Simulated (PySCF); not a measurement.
Spectroscopy problems

PySCF calculation with shielding tensors at PBE0/pcSseg-1 (GIAO) and geometry: GFN2-xTB; relativity neglected, one computed conformer, in vacuum, fast rotation and ring inversion assumed for equivalent nuclei.

δ = σ(ref) − σ, references computed at the same level: TMS for ¹H (31.72 ppm) and ¹³C (186.93 ppm). Splittings of carbon signals by F and P are missing where no couplings were computed. Where no couplings were computed, multiplicities follow the n + 1 count of equivalent neighbours, and m marks all less simple cases (inequivalent or close neighbours, rings, F or P nearby). Shifts are as computed. Against solution values, carbons near 30 ppm lie about +3 ppm off and those near 130 ppm about +5 ppm. Of 1211 compounds with measured shifts, 218 miss one by over three times the rms of a fit or turn the order of signals round; such compounds aren't used in these exercises. OH and NH positions are gas-phase values without hydrogen bonding to other molecules.

Problem. C$_{7}$H$_{10}$NP. ¹H NMR (500 MHz, computed): δ 8.09 (m, 1H), 7.30 (m, 1H), 3.43 (m, 1H), 2.56 (m, 3H), 0.99 (m, 2H), 0.89 (m, 2H). ¹³C{¹H} NMR (computed): δ 161.7 (CH), 151.9 (C), 133.2 (CH), 33.5 (CH), 18.2 (CH3), 9.5 (CH2). Identify the compound.

Solution. `Cc1cn(C2CC2)cp1`. 6 carbon signals for 7 carbons: some carbons are equivalent by symmetry or fast rotation. Carbon types of the structure: 1 × C, 3 × CH, 2 × CH2, 1 × CH3, which accounts for all hydrogens. δC 161.7, 133.2: aromatic CH next to a ring nitrogen. δC 151.9: substituted aromatic carbon. δH 3.43, 0.99, 0.89: hydrogen on a three-membered-ring carbon. δH 2.56: hydrogen on a methyl carbon on an aromatic ring; benzylic-type position, deshielded by the ring.

The shifts were computed for this structure.

Problem. C$_{7}$H$_{8}$O$_{3}$. ¹H NMR (300 MHz, computed): δ 7.94 (d, 1H), 7.53 (s, 1H), 6.53 (d, 1H), 4.67 (q, 1H), 1.37 (d, 3H), 0.79 (br s, 1H). ¹³C{¹H} NMR (computed): δ 163.9, 155.6, 148.1, 129.7, 124.0, 70.6, 27.9. Give a structure.

Solution. `C[C@@H](O)c1ccc(=O)oc1`. Rings plus π bonds: 4 (1 ring in the answer). 7 carbon signals for 7 carbons: no two carbons are equivalent. Carbon types of the structure: 2 × C, 4 × CH, 1 × CH3, leaving 1 H on heteroatoms. δC 163.9: ring carbonyl carbon. δC 155.6, 148.1, 124.0: unsaturated ring CH. δC 129.7: unsaturated ring carbon. δC 70.6: sp3 CH bonded to O, on an unsaturated ring; the inductive effect lowers its shielding.

This is the structure that produced the data.
